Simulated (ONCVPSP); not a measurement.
What one change does to a pseudopotential (platinum (Pt), ONCV)

Pt (Z = 78), optimised norm-conserving Vanderbilt (ONCV), made with ONCVPSP 4.0.1 (PBE, fully relativistic). Core [Kr] 4d10 4f14, reference 5s2 5p6 5d9 6s1. Waves: 5s+6s: rc 1.45 bohr, ncon 3, nbas 6, qcut 7.1 1/bohr, 2 projectors; 5p: rc 1.30 bohr, ncon 4, nbas 7, qcut 7.4 1/bohr, 2 projectors, debl 3.7 Ha; 5d: rc 1.55 bohr, ncon 4, nbas 7, qcut 6.4 1/bohr, 1 projector. Local part: polynomial inside 0.85 bohr (lpopt 5, dvloc0 4 Ha). Core correction: Teter function, fcfact 3.75, rcfact 1.4.

Open shells are filled in proportion to 2j + 1.

Change: s: rc 1.88.

Cutoffs: the cutoffs (Ha) at which the residual kinetic energy of the hardest occupied pseudo-wave falls to 1 and 0.1 mHa per electron; they do not see the model core or the augmentation charge, which bear on the density cutoff. Errors are all-electron minus pseudo energies relative to the spin-unpolarised reference configuration.

Question: Predict the effect on cutoff, ghosts and configuration errors.

Answer: The potential gets neither clearly harder nor softer (44 Ha and 86 Ha → 44 Ha and 86 Ha); both files keep a bound ghost (s); of the 4 tests that both files solve, the error grows in 2 and shrinks in 1 by more than 15 % and 0.3 meV (median size 2.8 → 2.9 meV).

| quantity | base | changed |
| --- | --- | --- |
| cutoff, loose | 44 Ha | 44 Ha |
| cutoff, tight | 86 Ha | 86 Ha |
| loose cutoff by channel | s 21 Ha, p 44 Ha, d 19 Ha | s 14 Ha, p 44 Ha, d 19 Ha |
| bound ghosts | s | s |
| GHOST(+) flags under 300 eV | p3/2 at 283.3 eV | p3/2 at 283.3 eV |
| error for 5s2 5p6 5d9 6s0, meV [ΔE 9.21 eV] | -1.6 | -2.6 |
| error for 5s2 5p6 5d8 6s0, meV [ΔE 29.19 eV] | +3.5 | +2.5 |
| error for 5s2 5p6 5d7 6s0, meV [ΔE 61.41 eV] | +14 | +13 |
| error for 5s2 5p6 5d10 6s0, meV [ΔE -0.04 eV] | -2.2 | -3.3 |
| p3/2: phases at 1.32 bohr within 0.05 rad from the reference energy up to (Ha; the scan ends near 5) | to the end of the scan | to the end of the scan |
| p1/2: phases at 1.32 bohr within 0.05 rad from the reference energy up to (Ha; the scan ends near 5) | to the end of the scan | to the end of the scan |
| d5/2: phases at 1.58 bohr within 0.05 rad from the reference energy up to (Ha; the scan ends near 5) | 3.1 | 3.1 |
| d3/2: phases at 1.58 bohr within 0.05 rad from the reference energy up to (Ha; the scan ends near 5) | 3.2 | 3.2 |
| rms error of d²Exc/dni dnj with the model core, mHa | 3.26 | 3.26 |

 A true bound ghost makes a file unfit for plane-wave use even where its test errors are small: the radial tests pick states by their node count and pass the ghost by.
